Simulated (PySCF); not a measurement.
**Correlation energy of Co (cobalt, neutral)**

[Ar] 3d8 4s1, high-spin 4F determinant (an excited configuration). Calculation: PySCF 2.14, in aug-cc-pVDZ-DK (7s6p4d2f, 59 functions); the spin-free X2C one-electron Hamiltonian (Gaussian nucleus). Frozen: [Ar]; 9 electrons correlated.

```tsv
level	correlation energy (mhartree)
CCSD	-259.17
(T)	-10.54
CCSD(T)	-269.71
```

Diagnostics: T1 = 0.029, D1 = 0.0661, largest double amplitude 0.029.

Is a single reference adequate?

Yes: T1 lies below 0.03 and no double amplitude reaches 0.07.
